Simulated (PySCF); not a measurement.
A structure optimised at B3LYP-D3(BJ)/def2-TZVP, used in a PySCF frequency run:

```xyz
8

B     -0.6066    -1.4541     0.0000
H     -0.1615    -2.5556     0.0000
H     -1.7744    -1.2315     0.0000
S      0.5702    -0.1513     0.0000
C     -0.4004     1.3951     0.0000
H     -0.1449     1.9717     0.8869
H     -0.1449     1.9717    -0.8869
H     -1.4626     1.1655     0.0000
```

Task: Write its SMILES, formula and point group.

Result: BSC, CH5BS, Cs

Task: What are its rotational constants (standard atomic weights)?

Result: 21.844, 7.6834, 5.8943 GHz
